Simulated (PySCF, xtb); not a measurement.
4,4-dichlorobut-1-ene (C4H6Cl2), SMILES C=CCC(Cl)Cl. The values are those of a single conformer.

Harmonic wavenumbers (cm⁻¹) from GFN2-xTB in xtb at its own minimum, in rising order: 56, 77, 182, 235, 330, 332, 450, 611, 636, 729, 902, 912, 963, 1023, 1044, 1103, 1161, 1169, 1228, 1270, 1304, 1410, 1450, 1717, 2940, 2973, 2985, 3077, 3100, 3134.

Task: What does PBE-D3(BJ)/def2-SVP (PySCF 2.14.0) give at its own minimum? (Estimate from the structure and the level; the computed values follow.)

Result: 75, 96, 193, 250, 339, 347, 451, 605, 648, 748, 881, 909, 931, 996, 1026, 1092, 1173, 1180, 1233, 1261, 1288, 1375, 1393, 1674, 2976, 3037, 3065, 3068, 3094, 3169. Paired by order, the mean absolute difference is 22 cm⁻¹ and the zero-point energies are 55.0 and 55.1 kcal/mol.
